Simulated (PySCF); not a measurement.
**Reading a saddle point**

A first-order saddle point of SiH₂SF₂, singlet, PBE0-D4/def2-TZVP, with one imaginary mode of 1078i cm⁻¹:

```csv
atom,x (Å),y (Å),z (Å)
Si1,0.3108,-0.8124,0.3422
F2,-1.2097,-1.1561,0.6769
F3,0.7042,-1.7074,-0.9150
H4,0.9698,0.6624,0.4947
S5,0.0569,1.3358,-0.7741
H6,-0.8319,1.6778,0.1753
```

Program: PySCF 2.14 with density fitting (its default auxiliary sets; JK sets also for MP2 and CCSD(T)). Basis: def2-TZVPP and def2-QZVPP. Cores are frozen in the correlated methods. Extrapolation: Hartree–Fock as exp(−7.88 √X), correlation as X^−2.97.

(1) Which contacts change along the imaginary mode, and what lies on either side? (A judgement: the text doesn't fix the answer.)

(2) Which side is lower, and how far does the saddle lie above each? (An estimate is asked for; the value comes from the calculation.)

T1 diagnostic: at most 0.016. The restricted Hartree–Fock reference is unstable towards an unrestricted one at one or more of these structures.

Answers

(1) The calculation gives: The step is SiF₂ + H₂S → SiH₂SF₂ ([F][SiH]([F])[SH]), with the molecules in contact on both sides. Shortening one way: Si1–H4, Si1–S5; lengthening the same way: H4–S5.
```csv
pair,one side (Å),saddle (Å),other side (Å)
Si1–H4,3.19,1.62,1.47
Si1–S5,2.85,2.43,2.11
H4–S5,1.34,1.70,3.03
```

(2) Computed: The side with Si1–H4, Si1–S5 short is lower by 1.943 eV; the saddle lies 3.096 eV above it and 1.153 eV above the other (CCSD(T) at an estimated basis limit (MP2 extrapolated from triple and quadruple zeta, plus CCSD(T) − MP2 in triple zeta); electronic energies).

Losses and insertions of silylenes and their heavier kin drive the gas-phase chemistry of silicon and germanium vapour deposition.

Labels in which every atom is bracketed show which atoms are joined, not bond orders.

For scale, one of the runs: CCSD(T)/def2-TZVPP, 174 basis functions, launched by `OMP_NUM_THREADS=4 python run.py`. Time: 2.2 min of wall clock on 4 CPU threads of an AMD EPYC 7B13; the host was shared. Peak host memory: 1.8 GiB.
